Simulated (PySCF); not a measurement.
Input of a run (PBE0-D3(BJ)/def2-SVP geometry optimisation, gas phase (PySCF 2.14.0)), started from GFN2-xTB:
```
{"job": {"xc": "PBE0", "basis": "def2-SVP", "d3": "d3bj", "grid": 1, "shake": 0.01, "kind": "geom"}, "charge": 0, "multiplicity": 1}
P     -1.812590     0.105810    -1.282980
Ge    -0.931500    -0.538530     0.728760
S      0.807700     0.691320     1.352420
Ge     2.169810     0.359660    -0.375300
H     -2.196110     1.367080    -0.789500
H     -3.070080    -0.418980    -0.971790
H     -1.816270    -0.480520     1.956120
H     -0.454930    -1.980280     0.637980
H      1.590530     1.021110    -1.589900
H      3.453780     0.960440     0.000360
H      2.297760    -1.112930    -0.641920
```

Output (energies in Eh, forces in Eh/bohr):
```
step   0  E = -4896.25346857  max force = 0.023350
step   1  E = -4896.25848504  max force = 0.007424
step   2  E = -4896.25913516  max force = 0.001045
step   3  E = -4896.25916054  max force = 0.000344
step   4  E = -4896.25919267  max force = 0.001537
step   5  E = -4896.25921834  max force = 0.002170
step   6  E = -4896.25925351  max force = 0.001573
step   7  E = -4896.25929065  max force = 0.000390
step   8  E = -4896.25929932  max force = 0.000473
step   9  E = -4896.25930312  max force = 0.000475
step  10  E = -4896.25930767  max force = 0.000332
optimisation converged
```

Question: Summarise the run.

Answer: The energy falls by 15.3 kJ/mol over 11 energy and gradient evaluations, the largest force component goes from 0.0233 to 3.3e-04 Eh/bohr, and the atoms move by 0.224 Å rms after alignment. The bond that changes most is Ge4–H10 (ends: germanium bonded to S and 3 H; Ge–H hydrogen), which lengthens by 0.070 Å. Bonds longer at the end by more than 0.005 Å: 10 of 10; shorter: 0. Among the angles that change most is H7–Ge2–H8, from 105.5° to 110.6°. Among the dihedrals that turn most is H6–P1–Ge2–H7, from -36° to -53°. The energy never rose by more than 1e-6 Eh on the way. The first step brought 86 % of the lowering.

Question: What are the final bond lengths?

Answer: P1–Ge2 2.327 Å, Ge2–S3 2.229 Å, S3–Ge4 2.233 Å, P1–H5 1.428 Å, P1–H6 1.430 Å, Ge2–H7 1.539 Å, Ge2–H8 1.542 Å, Ge4–H9 1.537 Å, Ge4–H10 1.536 Å, Ge4–H11 1.539 Å. Numbering counts from 1 in the input's order; the species is `[PH2][GeH2][S][GeH3]`.

The run used 135 basis functions and 66 SCF cycles in all.

Not checked by PBE0-D3(BJ)/def2-SVP frequencies. The numbers are those of one conformer.
